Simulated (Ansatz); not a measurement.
Molecule: TeI$_{2}$ (charge +1, doublet). SMILES of the parent species: I[Te]I

Atoms: Te1, I2, I3. Bonds: Te1-I2, Te1-I3.

Bond lengths (Å) and angles (degrees) optimised at HF/STO-3G with Ansatz (a program for electronic structure); PBE/LANL2DZ with Ansatz; B3LYP/LANL2DZ with Ansatz; MP2/LANL2DZ with Ansatz, each started from the B3LYP-D3(BJ)/def2-TZVP structure (Ansatz) of the last column. A row stands for all coordinates that are equal there. No wavenumbers were computed at HF/STO-3G, PBE/LANL2DZ, MP2/LANL2DZ, so these may be saddle points.

```json
[
 {"coordinate": "Te1-I2", "HF/STO-3G": "2.721", "PBE/LANL2DZ": "2.796", "B3LYP/LANL2DZ": "2.793", "MP2/LANL2DZ": "2.715", "B3LYP-D3(BJ)/def2-TZVP": "2.645"},
 {"coordinate": "I2-Te1-I3", "HF/STO-3G": "102.3", "PBE/LANL2DZ": "107.2", "B3LYP/LANL2DZ": "105.7", "MP2/LANL2DZ": "104.0", "B3LYP-D3(BJ)/def2-TZVP": "104.6"}
]
```

Mean signed difference of all 2 bond lengths from B3LYP-D3(BJ)/def2-TZVP: HF/STO-3G 0.075 Å, PBE/LANL2DZ 0.150 Å, B3LYP/LANL2DZ 0.148 Å, MP2/LANL2DZ 0.069 Å.
